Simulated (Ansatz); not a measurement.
Stepwise reaction of `C[Si](O)(O)Br` with hydrogen, as a gas-phase model of exchange steps in deposition or etching. ΔE in kJ/mol; ΔG adds harmonic PBE0-D4 terms to CCSD(T)/CBS, at 1 bar.

Isolated molecules relaxed with PBE0-D4/def2-TZVP in Ansatz; ΔE leaves out vibrations. CCSD(T)/CBS is the MP2 limit (def2-TZVPP, def2-QZVPP) plus CCSD(T) − MP2 in def2-TZVPP, frozen cores. This one scheme is used for every species. Functionals use def2-TZVPP. B3LYP here is the variant with VWN-RPA as its local correlation; programs differ in this. For Br outer-core shells are correlated without core-valence functions, which leaves a few kJ/mol of doubt a bond. Scalar relativity is left out up to krypton. Each species was taken in one conformer, which may not be the lowest.

```
step                                    reaction  PBE-D4  B3LYP-D4  ωB97M-V  CCSD(T)/CBS  ΔG(400 K)
   1  `C[Si](O)(O)Br` + H₂ → `C[SiH](O)Br` + H₂O    94.3     100.3    101.1         96.5       96.4
```

**Question.** Give the row of step 2, `C[SiH](O)Br` + H₂ → `C[SiH2]Br` + H₂O. (Estimate.)

**Answer.** The calculation gave: 
```csv
step,reaction,PBE-D4,B3LYP-D4,ωB97M-V,CCSD(T)/CBS,ΔG(400 K)
2,`C[SiH](O)Br` + H₂ → `C[SiH2]Br` + H₂O,80.0,85.6,85.9,82.3,82.5
```

**Question.** By hand: ΔE of the 2 steps together at CCSD(T)/CBS.

**Answer.** (96.5) + (82.3) = 178.8 kJ/mol, or 89.4 kJ/mol a step.

In ΔE each step is lower than the one before. All are uphill at CCSD(T)/CBS. ΔG lies between 82.5 and 96.4 kJ/mol a step. PBE-D4 differs from CCSD(T)/CBS by -2.3 to -2.2 kJ/mol a step. Isolated molecules leave out the surface, adducts and barriers. Largest T1 diagnostic: 0.009.
